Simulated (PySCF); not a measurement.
Simulation results for CH6BGeO, CH6BGe, AlBGeH5O, C2H7BGe and others

Calculation on a computer-drawn molecule: the log of a Hartree-Fock and frozen-core CCSD(T) single point meant for a local Hartree-Fock minimum, with one planted fault or none, to be diagnosed. Offsets are logged minus clean, where the clean run is the same molecule without the fault. The reference is restricted for singlets and unrestricted otherwise, and also for a bond in bohr or an excited solution. Adding or removing an electron swaps singlet and doublet. The excited solution moves the top pair (singlet) or top alpha electron (doublet) to the lowest empty orbital. Highest occupied and lowest empty are orbital energies over both spins, largest force is the largest gradient component, triples share is (T) over the correlation energy, the T1 limit is 0.02 restricted and 0.045 unrestricted, electrons count all cores, a negative frequency is imaginary (commonest isotopes), and the dipole is about the centre of nuclear charge; on germanium a core potential holds 10 electrons, which the energies leave out, and 3d is frozen in MP2 and coupled-cluster steps. Program: PySCF 2.14.0.

Common to all runs: meant charge 0; meant basis and core potential on germanium cc-pVDZ-PP ECP10MDF; logged SCF converged yes; possible faults no fault, one electron removed, one electron added, multiplicity raised by two, geometry at a saddle point, SCF held on an excited solution, minimal basis STO-3G, one bond length entered in bohr, all coordinates scaled.

```json
{"entry": 1, "formula": "CH6BGeO", "logged_structure": {"atoms_angstrom": [["B", 1.1468, -1.4003, -2.3876], ["Ge", 0.62, 0.2316, -1.8158], ["C", -0.0991, 0.6037, -0.2084], ["O", -1.0119, 1.489, -0.2606], ["H", 0.9759, -2.2702, -1.7613], ["H", 1.6132, -1.505, -3.3609], ["H", 0.8195, 1.3957, -2.5398], ["H", 0.612, 0.9701, 0.3703], ["H", -0.4154, -0.2346, 0.2165], ["H", -1.6913, 1.1761, -0.6777]]}, "given": {"meant_multiplicity": 2, "meant_basis": "cc-pVDZ", "logged_electrons": 57, "logged_basis_functions": 95, "logged_spin_squared": 0.758, "logged_highest_occupied [eV]": -8.1428, "logged_lowest_empty [eV]": 0.57687, "logged_largest_force [hartree/bohr]": 0.15487, "logged_T1_diagnostic": 0.011349, "logged_D1_diagnostic": 0.040543, "logged_triples_share": 0.022978, "logged_CC_converged": "yes", "logged_dipole_magnitude [debye]": 1.0867, "logged_SCF_stable_within_its_kind": "yes", "logged_energy_HF [hartree]": -434.12062, "logged_energy_CCSD(T) [hartree]": -434.66243, "drawn_bonds_atom": [1, 2, 3, 1, 1, 2, 3, 3, 4], "drawn_bonds_other_atom": [2, 3, 4, 5, 6, 7, 8, 9, 10], "drawn_bonds_order": [1, 1, 1, 1, 1, 1, 1, 1, 1]}, "results": {"planted_fault": "all coordinates scaled, by -9.4 %", "HF_energy_offset_from_clean_run [kcal/mol]": 62.67, "CCSD(T)_energy_offset_from_clean_run [kcal/mol]": 73.7}}
{"entry": 2, "formula": "CH6BGe", "logged_structure": {"atoms_angstrom": [["B", 0.3325, 0.4785, -0.733], ["Ge", 0.9674, -0.9814, 0.4585], ["C", 0.6554, -2.9014, 0.2045], ["H", -0.3109, 0.2099, -1.7073], ["H", 0.596, 1.6155, -0.4665], ["H", 2.5365, -0.4926, 2.8405], ["H", 0.1314, -3.3163, 1.0677], ["H", 1.6061, -3.4271, 0.0963], ["H", 0.0541, -3.0687, -0.6897]]}, "given": {"meant_multiplicity": 2, "meant_basis": "cc-pVDZ", "logged_electrons": 49, "logged_basis_functions": 81, "logged_spin_squared": 1.6153, "logged_highest_occupied [eV]": -7.6542, "logged_lowest_empty [eV]": 0.52059, "logged_largest_force [hartree/bohr]": 0.0080135, "logged_T1_diagnostic": 0.04871, "logged_D1_diagnostic": 0.2046, "logged_triples_share": 0.040106, "logged_CC_converged": "yes", "logged_dipole_magnitude [debye]": 1.7094, "logged_SCF_stable_within_its_kind": "yes", "logged_energy_HF [hartree]": -359.26963, "logged_energy_CCSD(T) [hartree]": -359.63852, "drawn_bonds_atom": [1, 2, 1, 1, 2, 3, 3, 3], "drawn_bonds_other_atom": [2, 3, 4, 5, 6, 7, 8, 9], "drawn_bonds_order": [1, 1, 1, 1, 1, 1, 1, 1]}, "results": {"planted_fault": "one bond length entered in bohr, row 5 of the drawn bonds", "HF_energy_offset_from_clean_run [kcal/mol]": 66.18, "CCSD(T)_energy_offset_from_clean_run [kcal/mol]": 70.39}, "notes": ["T1 above single-reference limit"]}
{"entry": 3, "formula": "AlBGeH5O", "logged_structure": {"atoms_angstrom": [["B", -1.7056, 2.756, -2.1114], ["Ge", -1.0265, 0.9408, -2.4472], ["O", 0.6771, 0.5598, -2.5765], ["Al", 2.3421, 0.3421, -2.6612], ["H", -0.9367, 3.6629, -1.9867], ["H", -2.8916, 2.8957, -2.0425], ["H", -2.4519, -1.5374, -2.8112], ["H", 3.1322, 0.0295, -1.3355], ["H", 3.0473, 0.4468, -4.0652]]}, "given": {"meant_multiplicity": 2, "meant_basis": "cc-pV(D+d)Z", "logged_electrons": 63, "logged_basis_functions": 99, "logged_spin_squared": 1.6427, "logged_highest_occupied [eV]": -7.6978, "logged_lowest_empty [eV]": 0.53134, "logged_largest_force [hartree/bohr]": 0.018338, "logged_T1_diagnostic": 0.038944, "logged_D1_diagnostic": 0.17022, "logged_triples_share": 0.034956, "logged_CC_converged": "yes", "logged_dipole_magnitude [debye]": 0.83004, "logged_SCF_stable_within_its_kind": "yes", "logged_energy_HF [hartree]": -637.67251, "logged_energy_CCSD(T) [hartree]": -638.13674, "drawn_bonds_atom": [1, 2, 3, 1, 1, 2, 4, 4], "drawn_bonds_other_atom": [2, 3, 4, 5, 6, 7, 8, 9], "drawn_bonds_order": [1, 1, 1, 1, 1, 1, 1, 1]}, "results": {"planted_fault": "one bond length entered in bohr, row 6 of the drawn bonds", "HF_energy_offset_from_clean_run [kcal/mol]": 63.92, "CCSD(T)_energy_offset_from_clean_run [kcal/mol]": 69.62}}
{"entry": 4, "formula": "AlBGeH5O", "logged_structure": {"atoms_angstrom": [["B", -1.7056, 2.756, -2.1114], ["Ge", -1.0265, 0.9408, -2.4472], ["O", 0.6771, 0.5598, -2.5765], ["Al", 2.3421, 0.3421, -2.6612], ["H", -0.9367, 3.6629, -1.9867], ["H", -2.8916, 2.8957, -2.0425], ["H", -1.7808, -0.3706, -2.6398], ["H", 3.1322, 0.0295, -1.3355], ["H", 3.0473, 0.4468, -4.0652]]}, "given": {"meant_multiplicity": 2, "meant_basis": "cc-pV(D+d)Z", "logged_electrons": 62, "logged_basis_functions": 99, "logged_spin_squared": 0.0, "logged_highest_occupied [eV]": -14.97, "logged_lowest_empty [eV]": -6.2806, "logged_largest_force [hartree/bohr]": 0.069673, "logged_T1_diagnostic": 0.022515, "logged_D1_diagnostic": 0.088118, "logged_triples_share": 0.025279, "logged_CC_converged": "yes", "logged_dipole_magnitude [debye]": 4.7959, "logged_SCF_stable_within_its_kind": "yes", "logged_energy_HF [hartree]": -637.51784, "logged_energy_CCSD(T) [hartree]": -637.9753, "drawn_bonds_atom": [1, 2, 3, 1, 1, 2, 4, 4], "drawn_bonds_other_atom": [2, 3, 4, 5, 6, 7, 8, 9], "drawn_bonds_order": [1, 1, 1, 1, 1, 1, 1, 1]}, "results": {"planted_fault": "one electron removed", "HF_energy_offset_from_clean_run [kcal/mol]": 161.0, "CCSD(T)_energy_offset_from_clean_run [kcal/mol]": 170.9}, "notes": ["T1 above single-reference limit"]}
{"entry": 5, "formula": "C2H7BGe", "logged_structure": {"atoms_angstrom": [["B", -0.7206, 0.8735, -0.4827], ["Ge", -1.4482, 0.2386, 1.1368], ["C", -1.9286, 1.3231, 2.2549], ["C", -1.6175, -1.5226, 1.4567], ["H", -0.6326, 1.9593, -0.6288], ["H", -0.3838, 0.1971, -1.2819], ["H", -2.3242, 1.0733, 3.1336], ["H", -1.8376, 2.2994, 2.0849], ["H", -2.1982, -1.9503, 0.7609], ["H", -2.0292, -1.67, 2.3573], ["H", -0.721, -1.9701, 1.4333]]}, "given": {"meant_multiplicity": 1, "meant_basis": "cc-pVDZ", "logged_electrons": 56, "logged_basis_functions": 100, "logged_spin_squared": 0.0, "logged_highest_occupied [eV]": -8.3647, "logged_lowest_empty [eV]": 1.0427, "logged_largest_force [hartree/bohr]": 0.083789, "logged_T1_diagnostic": 0.014669, "logged_D1_diagnostic": 0.060225, "logged_triples_share": 0.031202, "logged_CC_converged": "yes", "logged_dipole_magnitude [debye]": 1.0865, "logged_SCF_stable_within_its_kind": "yes", "logged_energy_HF [hartree]": -397.71048, "logged_energy_CCSD(T) [hartree]": -398.23135, "drawn_bonds_atom": [1, 2, 2, 1, 1, 3, 3, 4, 4, 4], "drawn_bonds_other_atom": [2, 3, 4, 5, 6, 7, 8, 9, 10, 11], "drawn_bonds_order": [1, 2, 1, 1, 1, 1, 1, 1, 1, 1]}, "results": {"planted_fault": "all coordinates scaled, by -8.2 %", "HF_energy_offset_from_clean_run [kcal/mol]": 51.36, "CCSD(T)_energy_offset_from_clean_run [kcal/mol]": 62.29}}
{"entry": 6, "formula": "C2H7BGe", "logged_structure": {"atoms_angstrom": [["B", -0.785, 0.9515, -0.5258], ["Ge", -1.5776, 0.2599, 1.2384], ["C", -2.1009, 1.4413, 2.4563], ["C", -1.7619, -1.6586, 1.5868], ["H", -0.6892, 2.1343, -0.6849], ["H", -0.4181, 0.2147, -1.3964], ["H", -2.5318, 1.1692, 3.4135], ["H", -2.0018, 2.5048, 2.2711], ["H", -2.3945, -2.1245, 0.8289], ["H", -2.2105, -1.8192, 2.5679], ["H", -0.7854, -2.146, 1.5613]]}, "given": {"meant_multiplicity": 1, "meant_basis": "cc-pVDZ", "logged_electrons": 56, "logged_basis_functions": 100, "logged_spin_squared": 0.0, "logged_highest_occupied [eV]": -4.2431, "logged_lowest_empty [eV]": -3.0141, "logged_largest_force [hartree/bohr]": 0.19083, "logged_CC_converged": "no", "logged_dipole_magnitude [debye]": 6.9655, "logged_SCF_stable_within_its_kind": "no", "logged_energy_HF [hartree]": -397.50477, "drawn_bonds_atom": [1, 2, 2, 1, 1, 3, 3, 4, 4, 4], "drawn_bonds_other_atom": [2, 3, 4, 5, 6, 7, 8, 9, 10, 11], "drawn_bonds_order": [1, 2, 1, 1, 1, 1, 1, 1, 1, 1]}, "results": {"planted_fault": "SCF held on an excited solution", "HF_energy_offset_from_clean_run [kcal/mol]": 180.4}, "notes": ["CCSD not converged"]}
{"entry": 7, "formula": "BClGeH3N", "logged_structure": {"atoms_angstrom": [["B", 1.4641, -0.2886, 1.0205], ["Ge", -0.3346, -1.3083, 0.8842], ["N", -0.7256, -2.4439, -0.2812], ["Cl", -1.7174, -0.7369, 2.465], ["H", 2.2891, -0.5226, 0.1943], ["H", 1.6375, 0.494, 1.9009], ["H", -1.647, -2.8505, -0.2052]]}, "given": {"meant_multiplicity": 1, "meant_basis": "cc-pV(D+d)Z", "logged_electrons": 64, "logged_basis_functions": 89, "logged_spin_squared": 0.0, "logged_highest_occupied [eV]": -9.9865, "logged_lowest_empty [eV]": -0.24236, "logged_largest_force [hartree/bohr]": 1.6099e-05, "logged_lowest_frequency [cm^-1]": 40.713, "logged_T1_diagnostic": 0.02115, "logged_D1_diagnostic": 0.082756, "logged_triples_share": 0.03542, "logged_CC_converged": "yes", "logged_dipole_magnitude [debye]": 2.5194, "logged_SCF_stable_within_its_kind": "yes", "logged_energy_HF [hartree]": -833.72561, "logged_energy_CCSD(T) [hartree]": -834.2635, "drawn_bonds_atom": [1, 2, 2, 1, 1, 3], "drawn_bonds_other_atom": [2, 3, 4, 5, 6, 7], "drawn_bonds_order": [1, 2, 1, 1, 1, 1]}, "results": {"planted_fault": "no fault", "HF_energy_offset_from_clean_run [kcal/mol]": 0.0, "CCSD(T)_energy_offset_from_clean_run [kcal/mol]": 0.0}, "notes": ["T1 above single-reference limit"]}
{"entry": 8, "formula": "CH5BGeO", "logged_structure": {"atoms_angstrom": [["B", -1.7216, -0.7976, -0.3732], ["Ge", -0.6655, -2.4409, 0.3454], ["C", 0.1668, -3.5972, -0.9877], ["O", -0.5394, -2.7493, 1.9373], ["H", -1.1753, 0.2561, -0.5202], ["H", -2.8842, -0.8935, -0.6372], ["H", 0.8801, -3.0273, -1.5888], ["H", -0.5932, -4.0037, -1.66], ["H", 0.6842, -4.4147, -0.4865]]}, "given": {"meant_multiplicity": 1, "meant_basis": "cc-pVDZ", "logged_electrons": 56, "logged_basis_functions": 90, "logged_spin_squared": 0.0, "logged_highest_occupied [eV]": -10.244, "logged_lowest_empty [eV]": 0.80996, "logged_largest_force [hartree/bohr]": 3.0755e-05, "logged_lowest_frequency [cm^-1]": 67.79, "logged_T1_diagnostic": 0.023753, "logged_D1_diagnostic": 0.08525, "logged_triples_share": 0.03343, "logged_CC_converged": "yes", "logged_dipole_magnitude [debye]": 5.3422, "logged_SCF_stable_within_its_kind": "yes", "logged_energy_HF [hartree]": -433.63607, "logged_energy_CCSD(T) [hartree]": -434.20185, "drawn_bonds_atom": [1, 2, 2, 1, 1, 3, 3, 3], "drawn_bonds_other_atom": [2, 3, 4, 5, 6, 7, 8, 9], "drawn_bonds_order": [1, 1, 2, 1, 1, 1, 1, 1]}, "results": {"planted_fault": null}, "notes": ["T1 above single-reference limit"]}
```

Q: CH5BGeO (entry 8): planted fault?
A: no fault

Further results for CH5BGeO (entry 8):

- HF energy offset from clean run: 0 kcal/mol
- CCSD(T) energy offset from clean run: 0 kcal/mol
